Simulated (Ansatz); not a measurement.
The same path of CH₄OSeSi (8 atoms, charge 0, multiplicity 1) was run twice with different band settings. The coordinate that changes most is the dihedral Se4–C2–Si3–H7.

Level of theory: RKS PBE-D4/def2-SVP (Ansatz 0.2.0).

Relaxed end points:

```xyz
8
Properties=species:S:1:pos:R:3
O 1.464 -0.896 1.308
C 0.545 -0.748 0.535
Si 0.069 1.021 -0.109
Se -0.498 -2.322 -0.091
H -1.089 0.970 -1.066
H -0.281 1.846 1.095
H 1.285 1.586 -0.783
H -1.403 -1.514 -0.946
```

```xyz
8
Properties=species:S:1:pos:R:3
O -0.296 -1.198 1.758
C 0.055 -0.832 0.659
Si -0.405 0.940 0.013
Se 1.119 -2.045 -0.504
H -1.903 1.037 0.022
H 0.180 1.926 0.982
H 0.130 1.183 -1.370
H 1.212 -1.067 -1.617
```

Common settings: spring 5.0 eV/Å²; optimiser quadratic models (default); start path IDPP; force threshold 0.03 eV/Å; iteration limit 60; end points relaxed.

| run | movable images | climbing image |
| --- | --- | --- |
| 1 | 9 | yes |
| 2 | 4 | no |

Q: What does each run give, and how far can it be trusted?

A: Run 1: converged after 7 iterations, highest image 0.013 eV above the first end. A vibrational analysis at the climbing image gives one clearly imaginary mode, 54i cm⁻¹: a first-order saddle point.
Run 2: converged after 7 iterations, highest image 0.012 eV above the first end. No image climbed, so the highest image needn't sit at the top of the path.
